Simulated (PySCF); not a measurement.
## Correlation energy of Pb⁺ (lead, charge +1)

[Xe] 4f14 5d10 6s2 6p1, 2P determinant. All numbers are calculated (PySCF 2.14, the spin-free X2C one-electron Hamiltonian (Gaussian nucleus), in aug-cc-pwCVTZ-DK3 (11s10p8d5f1g, 125 functions)). Frozen: [Xe] 4f14 5d10; 3 electrons correlated.

MP2 pair energies summed by pair of shells (mhartree):

```tsv
pair	energy	share (%)
6s-6s	-16.47	57.1
6s-6p	-12.37	42.9
```

Total MP2 correlation energy: -28.84 mhartree.

Same-spin part -2.21 and opposite-spin part -26.64 mhartree; SCS-MP2 scales them by 1/3 and 6/5 to -32.70 mhartree.
